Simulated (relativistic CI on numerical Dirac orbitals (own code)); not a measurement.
## Ni³⁺ in a cubic cluster: L2,3 absorption with charge transfer

Computed with a charge-transfer multiplet model of a cubic metal-ligand cluster with up to 2 ligand holes, Slater and spin-orbit integrals from Dirac-Coulomb-Breit ions, Slater integrals scaled by 0.8. The parameters are those of a tetrahedral site (10Dq negative, t2 hopping the larger). The ground state mixes d7 with configurations of k ligand holes L, whose averages lie at kΔ + k(k − 1)U_dd/2; a core hole lowers each added d electron by U_cd. 300 K, Lorentzian 0.4 eV and Gaussian 0.3 eV FWHM.

Atomic integrals in eV (Slater integrals scaled, ζ unscaled), ground: F2dd 10.578, F4dd 6.603, zeta_d 0.089; with the core hole: F2dd 11.178, F4dd 6.982, zeta_d 0.114, zeta_core 11.406, F2cd 6.704, G1cd 5.115, G3cd 2.909.

Cluster parameters (eV): Δ = 1.7, U_dd = 7.5, 10Dq = -0.1, 10Dq(ligand) = 0, V(eg) = 1, V(t2g) = -1.7, final-state hopping factor = 1.

| Case | n_d | d7 | d8L | d9L2 | S |
| --- | --- | --- | --- | --- | --- |
| U_cd = 6.9 eV | 7.32 | 0.70 | 0.29 | 0.01 | 1.50 |
| U_cd = 7.5 eV | 7.32 | 0.70 | 0.29 | 0.01 | 1.50 |
| U_cd = 8.7 eV | 7.32 | 0.70 | 0.29 | 0.01 | 1.50 |
| U_cd = 9.9 eV | 7.32 | 0.70 | 0.29 | 0.01 | 1.50 |
| U_cd = 10.5 eV | 7.32 | 0.70 | 0.29 | 0.01 | 1.50 |

Weights, n_d and S are thermal averages at 300 K. Photon energies count from the first peak over 30 % of the highest in each spectrum, which can be another peak from case to case. The parameters are a model scan and need not match a compound or its usual spin state. Peaks in eV (height, largest 100):
- U_cd = 6.9 eV: 0.0 (88), 0.8 (100), 3.0 (23), 4.0 (12), 18.5 (47), 20.0 (13), 20.7 (9)
- U_cd = 7.5 eV: 0.0 (91), 0.8 (100), 2.8 (23), 3.8 (12), 4.8 (6), 18.4 (45), 19.8 (13), 20.5 (8)
- U_cd = 8.7 eV: 0.0 (98), 0.7 (100), 3.3 (14), 4.1 (10), 5.1 (10), 18.3 (41), 19.5 (15)
- U_cd = 9.9 eV: 0.0 (100), 0.5 (96), 2.7 (15), 3.8 (13), 4.6 (15), 5.6 (12), 7.1 (6), 7.9 (5), 18.1 (34), 19.0 (17), 22.7 (6)
- U_cd = 10.5 eV: 0.0 (100), 0.4 (94), 3.6 (13), 4.5 (17), 5.7 (18), 7.2 (8), 8.0 (6), 17.9 (30), 22.7 (8)

Curve for U_cd = 10.5 eV (points under 2 left out, the grid thinned):

(E (eV), Intensity): (-2.3, 2.0), (-1.9, 2.9), (-1.5, 4.7), (-1.1, 9.5), (-0.7, 30.1), (-0.3, 66.7), (0.2, 95.3), (0.6, 89.4), (1.0, 65.9), (1.4, 32.7), (1.8, 24.3), (2.2, 16.3), (2.6, 14.8), (3.0, 10.8), (3.4, 11.4), (3.8, 12.4), (4.2, 13.7), (4.7, 13.8), (5.1, 12.6), (5.5, 16.2), (5.9, 14.1), (6.3, 6.0), (6.7, 4.0), (7.1, 7.5), (7.5, 5.2), (7.9, 5.4), (8.3, 3.7), (8.7, 2.0), (16.9, 6.6), (17.3, 14.7), (17.7, 28.0), (18.1, 29.1), (18.5, 23.5), (18.9, 18.8), (19.3, 9.9), (19.7, 5.2), (20.1, 3.1), (20.5, 2.9), (20.9, 2.1), (22.3, 4.5), (22.7, 8.3), (23.1, 3.2), (24.0, 2.9), (24.4, 3.2), (24.8, 2.4)

For the case U_cd = 8.7 eV, Δ = 1.7 eV is smaller than U_dd = 7.5 eV, the charge-transfer side of the Zaanen-Sawatzky-Allen scheme. With the core hole the configuration with one ligand hole lies at Δ + U_dd − U_cd = 2.3, 1.7, 0.5, -0.7, -1.3 eV from the one without, in the order of the table; where this is negative the screened configuration lies lower, though the effective hopping of about 2.8 eV (from the holes of the mixed ground state) mixes the two strongly wherever it is as large as the gap.
